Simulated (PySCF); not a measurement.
GeH₄SeZn, SMILES [GeH3][Zn][SeH].

Geometry optimised at B3LYP-D3(BJ)/def2-SVP. The structure was generated by enumeration; whether it is a known compound was not checked. The values are those of a single conformer.

The numbers are results of TDA-B3LYP/def2-SVPD in PySCF 2.14.0, not measurements.

Vertical excitations. The molecule is in vacuum.

Q: Give excitation energies, oscillator strengths and character. (Estimate from the structure and the level; the computed values follow.)

A: 
```json
[
 {"state": "S1", "energy (eV)": "4.31", "λ (nm)": "288", "f": "0.000", "main pairs": "HOMO→LUMO 99 %"},
 {"state": "S2", "energy (eV)": "4.59", "λ (nm)": "270", "f": "0.032", "main pairs": "HOMO→LUMO+1 98 %"},
 {"state": "S3", "energy (eV)": "4.90", "λ (nm)": "253", "f": "0.003", "main pairs": "HOMO→LUMO+2 78 %"},
 {"state": "S4", "energy (eV)": "5.03", "λ (nm)": "246", "f": "0.012", "main pairs": "HOMO−1→LUMO 87 %"},
 {"state": "S5", "energy (eV)": "5.34", "λ (nm)": "232", "f": "0.011", "main pairs": "HOMO−1→LUMO+2 95 %"},
 {"state": "S6", "energy (eV)": "5.50", "λ (nm)": "225", "f": "0.012", "main pairs": "HOMO→LUMO+3 93 %"},
 {"state": "S7", "energy (eV)": "5.89", "λ (nm)": "210", "f": "0.836", "main pairs": "HOMO−1→LUMO+1 71 %"},
 {"state": "S8", "energy (eV)": "6.43", "λ (nm)": "193", "f": "0.008", "main pairs": "HOMO→LUMO+4 93 %"},
 {"state": "S9", "energy (eV)": "6.48", "λ (nm)": "191", "f": "0.208", "main pairs": "HOMO−1→LUMO+3 84 %"},
 {"state": "S10", "energy (eV)": "7.02", "λ (nm)": "177", "f": "0.121", "main pairs": "HOMO−1→LUMO+4 48 %, HOMO−2→LUMO 24 %"},
 {"state": "T1", "energy (eV)": "4.21", "λ (nm)": "294", "f": "0", "main pairs": "HOMO→LUMO 94 %"},
 {"state": "T2", "energy (eV)": "4.29", "λ (nm)": "289", "f": "0", "main pairs": "HOMO→LUMO+1 94 %"},
 {"state": "T3", "energy (eV)": "4.42", "λ (nm)": "280", "f": "0", "main pairs": "HOMO→LUMO+2 96 %"},
 {"state": "T4", "energy (eV)": "4.54", "λ (nm)": "273", "f": "0", "main pairs": "HOMO−1→LUMO 96 %"}
]
```
Triplets are in the Tamm–Dancoff approximation.
